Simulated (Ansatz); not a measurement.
Reaction (isomerisation): `BN(C)[SiH2]N` → `BN[SiH2]NC`

Gas-phase electronic energies from Ansatz, PBE0-D4/def2-TZVP geometries. CBS: MP2 limit from def2 TZ/QZ plus the TZ coupled-cluster correction, frozen cores. Functionals use def2-TZVPP. B3LYP here is the variant with VWN-RPA as its local correlation; programs differ in this. Each species was taken in one conformer, which may not be the lowest.

```json
{"level": "B3LYP-D4", "ΔE (kJ/mol)": "0.7", "difference from CCSD(T)/CBS": "-1.3"}
{"level": "ωB97X-V", "ΔE (kJ/mol)": "0.8", "difference from CCSD(T)/CBS": "-1.2"}
{"level": "PBE", "ΔE (kJ/mol)": "1.3", "difference from CCSD(T)/CBS": "-0.7"}
{"level": "HF/def2-TZVPP", "ΔE (kJ/mol)": "-7.4", "difference from CCSD(T)/CBS": "-9.4"}
{"level": "MP2/def2-TZVPP", "ΔE (kJ/mol)": "4.2", "difference from CCSD(T)/CBS": "2.2"}
{"level": "CCSD(T)/def2-TZVPP", "ΔE (kJ/mol)": "3.2", "difference from CCSD(T)/CBS": "1.2"}
{"level": "HF/def2-QZVPP", "ΔE (kJ/mol)": "-7.7", "difference from CCSD(T)/CBS": "-9.7"}
{"level": "MP2/def2-QZVPP", "ΔE (kJ/mol)": "3.4", "difference from CCSD(T)/CBS": "1.4"}
{"level": "HF/CBS(def2)", "ΔE (kJ/mol)": "-7.8", "difference from CCSD(T)/CBS": "-9.8"}
{"level": "MP2/CBS(def2)", "ΔE (kJ/mol)": "3.0", "difference from CCSD(T)/CBS": "1.0"}
{"level": "CCSD(T)/CBS", "ΔE (kJ/mol)": "2.0", "difference from CCSD(T)/CBS": "0"}
```

Largest T1 diagnostic among the species: 0.012.

In def2-TZVPP, CCSD(T) changes the Hartree–Fock value by +10.6 kJ/mol (the triples alone add +1.8 kJ/mol) and MP2 by +11.6 kJ/mol.
